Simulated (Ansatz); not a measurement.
B(PH2)3 (BH6P3), SMILES PB(P)P.

Coordinates come from a PBE-D3(BJ)/def2-SVP optimisation. One conformer was computed; it need not be the lowest.

Two levels are set side by side: PBE/def2-SVPD (Ansatz, a quantum-chemistry and plane-wave program) and PBE0/def2-SVPD (Ansatz). Energy differences of separate SCF runs at the same geometry; the states with an electron removed or added have multiplicity 2 and 2. Differences are taken from unrounded values.

```csv
quantity,PBE0,PBE,PBE minus PBE0
vertical ionisation energy (eV),9.02,8.75,-0.27
vertical electron affinity (eV),0.35,0.31,-0.04
vertical singlet–triplet gap (eV),3.51,3.26,-0.25
```
